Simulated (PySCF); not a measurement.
Ranking problems on computed properties.

Species are written as SMILES; each is one conformer at its optimised geometry, gas phase, non-relativistic unless stated. Electronic properties by PySCF.

The conformers computed, where there is a choice (atom-mapped SMILES and torsion angles):
- `[CH3:1][PH+:2]([CH:3]1[CH2:4][CH2:5]1)[CH:6]1[CH2:7][CH2:8]1`: C1–P2–C3–C4 -80°, C1–P2–C6–C7 153°
- `[CH3:1][O:2][CH2:3]/[P:4]=[C:5](\[CH3:6])[F:7]`: C1–O2–C3–P4 -66°, O2–C3–P4–C5 -56°
- `[CH3:1][CH:2][O:3][C@@H:4]([F:5])[O:6][CH3:7]`: C1–C2–O3–C4 -168°, C2–O3–C4–F5 68°, O3–C4–O6–C7 70°
- `[CH3:1][O:2][CH2:3][C:4]([F:5])[O:6][CH3:7]`: C1–O2–C3–C4 75°, O2–C3–C4–F5 71°, C3–C4–O6–C7 166°
- `[CH2:1]=[CH:2]/[CH:3]=[CH:4]/[CH:5]([F:6])[F:7]`: C1–C2–C3–C4 180°, C3–C4–C5–F6 -125°
- `[CH3:1][O:2][CH:3][C@@H:4]([F:5])[O:6][CH3:7]`: C1–O2–C3–C4 -174°, O2–C3–C4–F5 98°, C3–C4–O6–C7 174°
- `[CH2:1]=[CH:2][S:3][CH2:4][O:5][C:6]([CH3:7])=[O:8]`: C1–C2–S3–C4 -10°, C2–S3–C4–O5 71°, S3–C4–O5–C6 96°, C4–O5–C6–C7 -179°
- `[CH3:1][C:2]#[C:3][CH2:4][S:5]([CH3:6])(=[O:7])=[O:8]`: C3–C4–S5–C6 56°

The conformers of `CC1=CC[P+](C)(C)C1` aren't listed.

Problem. Rank by lowest singlet excitation, highest first (TDDFT CAM-B3LYP/def2-SVPD at PBE0-D3(BJ)/def2-SVP geometries).
A. `C[PH+](C1CC1)C1CC1`
B. `COC/P=C(\C)F`
C. `[H][Ge]([H])([NH]CC)[NH]CC`
D. `CC1=CC[P+](C)(C)C1`

Solution. A (8.19 eV), D (6.74 eV), C (6.10 eV), B (4.51 eV).

Problem. Give the two extremes of that set as wavelengths.

Solution. `COC/P=C(\C)F`: 275 nm; `C[PH+](C1CC1)C1CC1`: 151 nm.

Problem. Rank by smallest rotational constant, highest first (GFN2-xTB).
A. `COC[C](F)OC` [radical]
B. `CO[CH][C@@H](F)OC` [radical]
C. `C[CH]O[C@@H](F)OC` [radical]
D. `C(/C=C/C(F)F)=C`
E. `CC#CCS(C)(=O)=O`
F. `C=CSCOC(C)=O`

Solution. A (1.480 GHz), C (1.262 GHz), B (1.120 GHz), D (1.042 GHz), E (0.906 GHz), F (0.852 GHz).

Problem. By how much do the two ends of that ranking differ?

Solution. By 0.628 GHz, between `COC[C](F)OC` [doublet state] and `C=CSCOC(C)=O`.

Problem. Rank by HOMO–LUMO gap, lowest first (CAM-B3LYP/def2-SVPD at PBE0-D3(BJ)/def2-SVP geometries).
A. `C1C[P+](C)(CC=1C)C`
B. `C/C(F)=P\COC`
C. `CC[NH][GeH2][NH]CC`
D. `C[PH+](C1CC1)C1CC1`

Solution. B (7.69 eV), C (9.20 eV), A (9.69 eV), D (11.35 eV).

Problem. By how much do the two ends of that ranking differ?

Solution. By 3.66 eV, between `C[PH+](C1CC1)C1CC1` and `COC/P=C(\C)F`.

Problem. Rank by HOMO energy, highest first (CAM-B3LYP/def2-SVPD at PBE0-D3(BJ)/def2-SVP geometries).
A. `C1=C(C[P+](C)(C1)C)C`
B. `COC/P=C(\C)F`
C. `[H][Ge]([H])([NH]CC)[NH]CC`
D. `C[PH+](C1CC1)C1CC1`

Solution. C (-7.91 eV), B (-8.13 eV), A (-12.50 eV), D (-14.22 eV).

Problem. Give the two extremes of that set in hartree.

Solution. `C[PH+](C1CC1)C1CC1`: -0.522 Eh; `[H][Ge]([H])([NH]CC)[NH]CC`: -0.291 Eh.

Problem. Rank by lowest triplet excitation (Tamm–Dancoff), highest first (TDA CAM-B3LYP/def2-SVPD at PBE0-D3(BJ)/def2-SVP geometries).
A. `C[PH+](C1CC1)C1CC1`
B. `CC1=CC[P+](C)(C)C1`
C. `COC/P=C(\C)F`
D. `[H][Ge]([H])([NH]CC)[NH]CC`

Solution. A (7.96 eV), D (5.81 eV), B (4.22 eV), C (2.51 eV).
